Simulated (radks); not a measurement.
Task: The calcium ion Ca+, [Ar] 4s1. Calculated with a radial shooting solver on a logarithmic mesh with Libxc functionals: non-relativistic Kohn-Sham, PBE, spin-polarised, spherical densities, point nucleus. Every spin shell is full or empty, so the densities are truly spherical. Functionals are evaluated on that one density, not self-consistently. Rank these orbital-free kinetic functionals by their error against the exact value of the orbitals, and give that value: Thomas-Fermi, von Weizsacker, TF + vW, TF + vW/9, TF + vW/5, LC94, revAPBEK, Thakkar, Pearson, PG1, DePristo-Kress.

Result: Exact: 676.466 hartree. From best to worst, with 100 (|E| - |E exact|)/|E exact| (equal figures are ties): DePristo-Kress +0.02, LC94 +0.09, Thakkar -0.20, revAPBEK +0.52, TF + vW/9 -0.64, Pearson -1.40, TF + vW/5 +4.40, Thomas-Fermi -6.94, PG1 +22.46, von Weizsacker -43.31, TF + vW +49.75.
